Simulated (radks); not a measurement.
Results of a calculation; reference values are marked as such.
Task: Successive ionisation energies (eV) of one element, from differences of total energies of ions in their ground configurations, starting at charge 0: 6.175, 15.347, 23.547, 34.625, 46.631, 93.340, 121.54, 139.14, 156.94, 180.31, 199.46, 218.76, 254.00, 287.39, 331.48, 358.22, 377.29, 414.81, 453.57, 493.50, 545.51, 588.60. Code: a radial shooting solver on a logarithmic mesh with Libxc functionals. Model: scalar-relativistic Kohn-Sham, exchange-only LDA, spin-polarised, spherical densities, point nucleus; open shells are filled with parallel spins first (spin-orbit coupling, left out, can overturn this in heavy ions). Which element is it?

Result: Tantalum (Z = 73). The first species listed is Ta in [Xe] 4f14 5d3 6s2, the last Ta21+ in [Kr] 4d10 4f6.
